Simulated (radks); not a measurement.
Task: Species: Hg LIII. Configuration: [Ar] 3d10. Method: scalar-relativistic Kohn-Sham, exchange-only LDA, spin-polarised, spherical densities, point nucleus; computed with a radial shooting solver on a logarithmic mesh with Libxc functionals. Some entries of the table are withheld. Estimate them.

orbital,occ.,eigenvalue (hartree),<r> (bohr)
1s,2,-3162.082,(1)
2s,2,(2),(3)
2p,6,-572.3853,(4)
3s,2,-227.9287,0.1771
3p,6,-206.3381,(5)
3d,10,(6),0.1596

Result: 
(1) 1s <r> (bohr): 0.01659
(2) 2s eigenvalue (hartree): -646.5270
(3) 2s <r> (bohr): 0.06979
(4) 2p <r> (bohr): 0.06311
(5) 3p <r> (bohr): 0.1774
(6) 3d eigenvalue (hartree): -184.6699
